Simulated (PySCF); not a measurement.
**Electron correlation in N⁺ (nitrogen, charge +1)**

[He] 2s2 2p2, high-spin 3P determinant. All numbers are calculated (PySCF 2.14, no relativity, point nucleus, in aug-cc-pVDZ (4s3p2d, 23 functions)). Frozen: 1s2; 4 electrons correlated.

| level | correlation energy (mhartree) |
| --- | --- |
| CCSD | -77.24 |
| (T) | -0.87 |
| CCSD(T) | -78.11 |
| CCSDT | -78.35 |
| FCI | -78.37 |

Diagnostics: T1 = 0.0063, D1 = 0.0123, largest double amplitude 0.121, weight of the Hartree-Fock determinant in FCI 0.9603 (33880 determinants).

Is a single reference adequate?

Mostly. T1 lies below 0.03, but a double amplitude of this size points to a near-degeneracy that CCSD handles and MP2 describes poorly.
